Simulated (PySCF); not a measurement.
Job file and geometry (Å, from PBE0-D3(BJ)/def2-SVP) of a spin–spin coupling run on SMILES OC[C@H]1C=C[CH2][GeH2]1, C5H10GeO, B3LYP/pcJ-1 Ge:pcSseg-1 indirect spin-spin coupling, non-relativistic, gas phase (PySCF 2.14.0, density-fitted response routines); density fitting, a coarse starting grid and PySCF grid level 2 are the driver's defaults:

```
$ OMP_NUM_THREADS=1 python probes_run.py task.json out

{"job": {"kind": "j", "xc": "B3LYP", "basis": "pcJ-1"}, "charge": 0, "multiplicity": 1}
O     -1.652950    -0.861248    -0.797344
C     -1.845384    -0.061783     0.341178
C     -0.500068     0.520331     0.747102
C      0.469816    -0.532283     1.222570
C      1.521646    -0.887639     0.470255
C      1.764990    -0.226788    -0.858292
Ge     0.500942     1.278628    -0.789602
H     -2.501910    -1.212447    -1.081479
H     -2.556323     0.766103     0.145148
H     -2.264852    -0.656066     1.181222
H     -0.673328     1.276957     1.530680
H      0.277830    -1.032688     2.179537
H      2.204316    -1.675372     0.812591
H      1.525870    -0.912546    -1.688544
H      2.812478     0.088318    -0.985301
H     -0.321384     1.546922    -2.061575
H      1.221707     2.581250    -0.374196
```

Problem. Write the output of this run.

Solution. 
```
coarse grid: 63216 points
cycle   1  E = -2348.4354813039  dE =  9.785e-02  |g| = 1.170e+00  |ddm| = 3.495e+00
cycle   2  E = -2348.2551709941  dE =  1.803e-01  |g| = 1.495e+00  |ddm| = 1.811e+00
cycle   3  E = -2348.5874765110  dE = -3.323e-01  |g| = 1.916e-01  |ddm| = 1.300e+00
cycle   4  E = -2348.5934540437  dE = -5.978e-03  |g| = 7.329e-02  |ddm| = 1.723e-01
cycle   5  E = -2348.5940217966  dE = -5.678e-04  |g| = 1.223e-02  |ddm| = 5.129e-02
cycle   6  E = -2348.5940468544  dE = -2.506e-05  |g| = 5.750e-03  |ddm| = 1.482e-02
cycle   7  E = -2348.5940543517  dE = -7.497e-06  |g| = 1.532e-03  |ddm| = 5.664e-03
final grid: 134008 points
cycle   8  E = -2348.5940039310  dE =  1.597e-06  |g| = 3.000e-03  |ddm| = 4.476e-03
cycle   9  E = -2348.5939964972  dE =  7.434e-06  |g| = 6.151e-03  |ddm| = 7.356e-03
cycle  10  E = -2348.5940062552  dE = -9.758e-06  |g| = 2.163e-04  |ddm| = 4.932e-03
cycle  11  E = -2348.5940062656  dE = -1.034e-08  |g| = 4.960e-05  |ddm| = 2.438e-04
cycle  12  E = -2348.5940062659  dE = -3.074e-10  |g| = 5.885e-06  |ddm| = 3.775e-05
converged SCF energy = -2348.5940062659

Indirect spin-spin couplings (Hz)
  i      j    bonds     total        FC       PSO       DSO        SD
  0 O    1 C    1     18.049    18.984    -0.806    -0.129         -
  0 O    2 C    2    -12.224   -12.310     0.136    -0.051         -
  0 O    3 C    3     -0.025    -0.044     0.052    -0.032         -
  0 O    5 C    4     -0.356    -0.358     0.025    -0.023         -
  0 O    7 H    1    -74.626   -61.780   -12.451    -0.395         -
  0 O    8 H    2     -2.621    -2.156    -0.585     0.120         -
  0 O    9 H    2     -3.662    -3.196    -0.590     0.124         -
  0 O   10 H    3    -12.298   -12.332    -0.183     0.217         -
  0 O   15 H    4     -0.939    -0.930     0.170    -0.179         -
  0 O   16 H    4     -1.872    -2.153    -0.112     0.393         -
  1 C    2 C    1     40.756    41.283    -0.874     0.347         -
  1 C    3 C    2     -3.713    -3.553    -0.238     0.079         -
  1 C    4 C    3      3.535     3.504     0.052    -0.021         -
  1 C    5 C    3     -1.015    -0.973     0.002    -0.043         -
  1 C    7 H    2     -1.927    -2.033     0.586    -0.481         -
  1 C    8 H    1    144.389   143.179     0.081     1.129         -
  1 C    9 H    1    143.788   142.630     0.056     1.103         -
  1 C   10 H    2     -1.007    -1.126    -0.054     0.172         -
  1 C   11 H    3      2.073     2.042    -0.030     0.061         -
  1 C   12 H    4     -2.020    -2.015     0.254    -0.259         -
  1 C   13 H    4      3.396     3.432     0.093    -0.129         -
  1 C   14 H    4      2.205     2.335     0.287    -0.417         -
  1 C   15 H    3      1.147     1.146    -0.060     0.060         -
  1 C   16 H    3      2.828     3.238     0.175    -0.586         -
  2 C    3 C    1     40.786    41.986    -1.552     0.352         -
  2 C    4 C    2      3.947     4.233    -0.342     0.056         -
  2 C    5 C    2      5.808     6.034    -0.240     0.015         -
  2 C    7 H    3     12.257    12.205     0.620    -0.568         -
  2 C    8 H    2     -1.570    -1.672    -0.123     0.225         -
  2 C    9 H    2     -2.294    -2.464    -0.004     0.174         -
  2 C   10 H    1    138.668   136.207     0.997     1.464         -
  2 C   11 H    2      6.139     6.053     0.050     0.036         -
  2 C   12 H    3     10.144    10.143     0.332    -0.331         -
  2 C   13 H    3     -1.886    -1.734     0.049    -0.201         -
  2 C   14 H    3      1.418     1.633     0.204    -0.419         -
  2 C   15 H    2      6.048     6.649     0.020    -0.620         -
  2 C   16 H    2      9.048     9.560    -0.062    -0.450         -
  3 C    4 C    1     77.929    87.763   -10.097     0.263         -
  3 C    5 C    2      3.892     4.199    -0.348     0.041         -
  3 C    7 H    4     -0.248    -0.278     0.421    -0.391         -
  3 C    8 H    3      9.354     9.333     0.339    -0.317         -
  3 C    9 H    3      5.096     4.966    -0.119     0.248         -
  3 C   10 H    2     -5.999    -6.053    -0.086     0.140         -
  3 C   11 H    1    164.931   163.661     0.249     1.021         -
  3 C   12 H    2      3.869     5.480    -1.336    -0.275         -
  3 C   13 H    3      7.354     7.468     0.074    -0.187         -
  3 C   14 H    3      7.768     7.843     0.245    -0.321         -
  3 C   15 H    3      3.883     4.487     0.156    -0.760         -
  3 C   16 H    3      0.639     0.956     0.050    -0.366         -
  4 C    5 C    1     41.291    42.453    -1.466     0.304         -
  4 C    8 H    4      0.420     0.454     0.329    -0.363         -
  4 C    9 H    4     -0.233    -0.252     0.176    -0.156         -
  4 C   10 H    3      7.542     7.613     0.226    -0.298         -
  4 C   11 H    2      3.967     5.598    -1.354    -0.278         -
  4 C   12 H    1    166.176   165.006     0.226     0.944         -
  4 C   13 H    2     -8.076    -8.272     0.108     0.087         -
  4 C   14 H    2     -5.622    -5.687     0.029     0.035         -
  4 C   15 H    3      5.184     5.789     0.150    -0.756         -
  4 C   16 H    3     -0.009     0.318     0.057    -0.384         -
  5 C    8 H    4     -0.232    -0.060     0.223    -0.395         -
  5 C    9 H    4      0.500     0.549     0.221    -0.270         -
  5 C   10 H    3      1.137     1.354     0.223    -0.440         -
  5 C   11 H    3     10.634    10.642     0.366    -0.373         -
  5 C   12 H    2      6.621     6.545     0.161    -0.085         -
  5 C   13 H    1    140.431   138.025     1.183     1.223         -
  5 C   14 H    1    140.730   138.312     1.236     1.183         -
  5 C   15 H    2      7.897     8.544     0.046    -0.693         -
  5 C   16 H    2      7.598     8.122     0.019    -0.542         -
  7 H    8 H    3      1.892     1.836     0.620    -0.564         -
  7 H    9 H    3      0.789     0.810     0.716    -0.737         -
  7 H   10 H    4      3.092     3.057     2.264    -2.230         -
  7 H   14 H    6     -0.161     0.110     1.425    -1.697         -
  7 H   15 H    5      0.286    -0.091     0.707    -0.330         -
  7 H   16 H    5     -1.291     0.004     1.375    -2.670         -
  8 H    9 H    2     -8.012    -8.349     1.875    -1.539         -
  8 H   10 H    3      4.167     3.716    -0.299     0.750         -
  8 H   11 H    4     -0.377    -0.441     1.323    -1.259         -
  8 H   12 H    5      0.344     0.491     1.360    -1.507         -
  8 H   14 H    5     -0.643    -0.039     1.144    -1.747         -
  8 H   15 H    4      0.368    -0.055    -0.557     0.979         -
  8 H   16 H    4     -1.108    -0.081     0.413    -1.441         -
  9 H   10 H    3      1.826     1.494     0.274     0.059         -
  9 H   12 H    5      0.180     0.194     0.745    -0.759         -
  9 H   13 H    5     -0.212    -0.095     0.790    -0.907         -
  9 H   14 H    5     -0.185     0.099     1.201    -1.485         -
  9 H   15 H    4     -0.699    -0.429     1.196    -1.467         -
 10 H   11 H    3      5.038     4.693     0.299     0.046         -
 10 H   12 H    4     -2.351    -2.336     1.508    -1.523         -
 10 H   13 H    4      3.269     3.907     1.495    -2.133         -
 10 H   15 H    3     -1.081     0.535     0.908    -2.524         -
 10 H   16 H    3      3.345     3.360    -0.388     0.373         -
 11 H   12 H    3      8.710     8.911    -0.044    -0.157         -
 11 H   13 H    4     -3.904    -3.883     1.438    -1.458         -
 11 H   14 H    4     -2.208    -2.174     1.536    -1.569         -
 11 H   15 H    4      0.833     1.969     1.319    -2.455         -
 12 H   13 H    3      3.572     3.292     0.872    -0.592         -
 12 H   14 H    3      5.336     5.039     0.464    -0.168         -
 12 H   15 H    4      0.900     2.036     1.250    -2.387         -
 13 H   14 H    2    -18.452   -19.531     2.406    -1.327         -
 13 H   15 H    3      1.489     1.827    -0.184    -0.154         -
 13 H   16 H    3      4.719     6.718     1.359    -3.358         -
 14 H   15 H    3     -0.910     0.688     0.914    -2.512         -
 14 H   16 H    3      3.122     3.220    -0.198     0.100         -
 15 H   16 H    2     21.483    24.570     0.899    -3.986         -
```

Size and cost of the density-fitted run: 303 basis functions, 2.4 min wall time on 1 thread of an Arm Neoverse V1, shared host; peak memory 1.3 GiB.
